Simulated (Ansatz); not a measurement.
C₂H₆OZn (`[CH3][Zn][CH2]O`), relaxed with RKS PBE0-D4/def2-TZVP in the Gaussian-basis code of Ansatz from a PBE-D4/def2-SVP geometry. The force threshold is 0.005 eV/Å; the program also tests the step.

Charge 0, multiplicity 1.

Start:

```xyz
10

C     0.773    2.090   -0.143
Zn    0.099    0.284    0.170
C    -0.624   -1.546    0.451
O    -1.186   -2.188   -0.701
H     0.772    2.337   -1.225
H     1.814    2.205    0.227
H     0.148    2.848    0.374
H    -1.463   -1.440    1.176
H     0.116   -2.205    0.975
H    -0.448   -2.383   -1.305
```

```csv
step,energy (eV),largest force (eV/Å),largest move (Å)
1,-52628.0444,0.644,0.000
2,-52628.0791,0.213,0.039
3,-52628.0834,0.042,0.016
4,-52628.0837,0.022,0.011
5,-52628.0838,0.010,0.020
6,-52628.0838,0.004,0.002
```

End:

```xyz
10

C     0.767    2.071   -0.152
Zn    0.094    0.280    0.193
C    -0.621   -1.538    0.486
O    -1.151   -2.138   -0.705
H     0.755    2.298   -1.221
H     1.795    2.181    0.204
H     0.155    2.822    0.355
H    -1.468   -1.465    1.174
H     0.097   -2.211    0.974
H    -0.425   -2.301   -1.309
```

Hardware: 4 threads of an Arm Neoverse V1 on a shared host. Wall time 20 s, peak host memory 0.44 GiB.
